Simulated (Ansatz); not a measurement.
A nudged elastic band was laid between two geometries of a periodic cell of 17 atoms, Si16Ge (host Si, host structure diamond, interstitial Ge).

Theory: DFT PBE-D3(BJ), scalar-relativistic, plane waves, PAW (Ansatz 0.2.0). Settings: PAW set soft_1, cutoff 420 eV, k mesh 2x2x2, gaussian smearing 0.02 eV, no spin polarisation.

```
movable images  : 3
climbing image  : yes
spring          : 5.0 eV/Å²
optimiser       : quadratic models (default)
start path      : default
force threshold : 0.4 eV/Å
iteration limit : 50
end points      : relaxed
```

First end point:

```xyz
17
Lattice="0.0000 5.4300 5.4300 5.4300 0.0000 5.4300 5.4300 5.4300 0.0000" Properties=species:S:1:pos:R:3
Si -0.021 -0.050 0.053
Si 1.361 1.359 1.414
Si 2.742 2.767 0.053
Si 4.076 4.074 1.357
Si 2.729 -0.006 2.707
Si 4.042 1.359 4.072
Si 5.409 2.767 2.661
Si 6.791 4.129 4.072
Si -0.008 2.723 2.708
Si 1.361 4.018 4.072
Si 2.742 5.380 2.661
Si 4.109 6.789 4.072
Si 2.729 2.724 5.437
Si 4.076 4.074 6.787
Si 5.422 5.424 5.436
Si 6.791 6.789 6.730
Ge 6.791 6.789 9.502
```

Last end point:

```xyz
17
Lattice="0.0000 5.4300 5.4300 5.4300 0.0000 5.4300 5.4300 5.4300 0.0000" Properties=species:S:1:pos:R:3
Si 0.001 -0.001 0.003
Si 1.352 1.349 1.350
Si 2.716 2.714 0.035
Si 4.080 4.078 1.350
Si 2.716 0.055 2.719
Si 4.080 1.349 4.087
Si 5.373 2.714 2.718
Si 6.735 4.123 4.098
Si 0.059 2.714 2.719
Si 1.352 4.078 4.087
Si 2.716 5.372 2.719
Si 4.127 6.734 4.098
Si 2.716 2.714 5.402
Si 4.128 4.123 6.769
Si 5.431 5.428 5.433
Si 6.734 6.734 6.769
Ge 8.146 8.143 8.147
```

(1) Which bonds break or form, and what moves?

(2) What energy profile does the band end with?

(3) What is the geometry of the highest image?

Answers

(1) Contacts lost: Si1–Ge17. Contacts made: Si14–Ge17. The atom that moves furthest is Ge17, by 2.35 Å.

(2) The forces met the threshold. The highest image is number 2 of 0 to 4, 0.34 eV above the ends, which have the same energy within 2 meV. The threshold of 0.4 eV/Å is loose, so the images may lie well off the minimum-energy path. The order of the stationary point at the top wasn't checked. Limits of this set-up: coarse k mesh.

```json
{"image": "0", "path coordinate (Å)": "0.00", "energy (eV)": "0.00", "Si1–Ge17 (Å)": "2.43", "Si14–Ge17 (Å)": "4.70"}
{"image": "1", "path coordinate (Å)": "0.76", "energy (eV)": "0.21", "Si1–Ge17 (Å)": "2.56", "Si14–Ge17 (Å)": "4.02"}
{"image": "2", "path coordinate (Å)": "1.60", "energy (eV)": "0.34", "Si1–Ge17 (Å)": "3.07", "Si14–Ge17 (Å)": "3.06"}
{"image": "3", "path coordinate (Å)": "2.44", "energy (eV)": "0.21", "Si1–Ge17 (Å)": "4.02", "Si14–Ge17 (Å)": "2.56"}
{"image": "4", "path coordinate (Å)": "3.20", "energy (eV)": "0.00", "Si1–Ge17 (Å)": "4.70", "Si14–Ge17 (Å)": "2.43"}
```

(3) 
```xyz
17
Lattice="0.0000 5.4300 5.4300 5.4300 0.0000 5.4300 5.4300 5.4300 0.0000" Properties=species:S:1:pos:R:3
Si 0.266 0.270 -0.262
Si 1.448 1.449 1.380
Si 2.834 2.849 0.124
Si 4.323 4.324 1.112
Si 2.639 0.027 2.794
Si 4.052 1.447 3.986
Si 5.307 2.849 2.602
Si 6.670 4.218 4.192
Si 0.024 2.624 2.804
Si 1.437 4.045 3.996
Si 2.837 5.284 2.599
Si 4.200 6.653 4.189
Si 2.628 2.624 5.409
Si 3.810 3.802 7.053
Si 5.184 5.178 5.679
Si 6.674 6.654 6.666
Ge 7.469 7.466 8.825
```

The run took 2.2 min on 1 thread of Arm Neoverse V1 (shared host), peak memory 0.75 GiB.
